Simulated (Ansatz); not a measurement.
`NC1=C[SiH2]1` at its PBE0-D4/def2-TZVP geometry, where that method's forces vanish. Total charge 0; spin multiplicity 1.

```csv
atom,x (Å),y (Å),z (Å)
N1,-1.078,-0.152,1.291
C2,-0.265,-0.075,0.219
C3,-0.263,-0.442,-1.075
Si4,1.289,0.326,-0.619
H5,-2.045,-0.402,1.166
H6,-0.860,0.387,2.108
H7,-0.949,-0.926,-1.756
H8,1.636,1.729,-0.973
H9,2.534,-0.445,-0.361
```

For each bond, give half the difference of the two atoms' forces along it (eV/Å; positive pushes the atoms apart) under PBE-D4, r2SCAN-D4, B3LYP-D4, ωB97M-V in def2-TZVPP. (An estimate is asked.)

Computed: 
```tsv
bond	length (Å)	PBE-D4	r2SCAN-D4	B3LYP-D4	ωB97M-V
N1–C2	1.348	-0.11	0.07	0.22	0.38
N1–H5	1.007	0.22	0.00	-0.04	-0.15
N1–H6	1.003	0.18	-0.02	-0.05	-0.09
C2–C3	1.345	0.36	0.12	-0.03	-0.11
C2–Si4	1.811	0.24	0.02	0.01	-0.10
C3–Si4	1.791	0.32	0.12	0.17	0.10
C3–H7	1.082	-0.09	-0.09	-0.10	-0.07
Si4–H8	1.487	-0.02	-0.04	-0.11	-0.14
Si4–H9	1.487	-0.03	-0.04	-0.11	-0.13
```

B3LYP here is the variant with VWN-RPA as its local correlation; programs differ in this.
